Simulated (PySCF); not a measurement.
C2H8Si, SMILES C[SiH2]C. Geometry: B3LYP-D3(BJ)/def2-SVP. The isomer is the one that the SMILES or the coordinates give; other isomers of the formula were not compared.

Computed equilibrium geometry at B3LYP-D3(BJ)/def2-SVP (PySCF confirms it by a frequency run) as Cartesian coordinates in Å, and its point group:
point group C2v.
```xyz
11

Si     0.0000     0.0000     0.5529
C      1.5558     0.0000    -0.5148
C     -1.5558     0.0000    -0.5148
H      0.0000     1.2067     1.4370
H      0.0000    -1.2067     1.4370
H      1.5873    -0.8913    -1.1625
H      2.4657     0.0000     0.1065
H      1.5873     0.8913    -1.1625
H     -2.4657     0.0000     0.1065
H     -1.5873    -0.8913    -1.1625
H     -1.5873     0.8913    -1.1625
```
Charge 0, spin multiplicity 1.
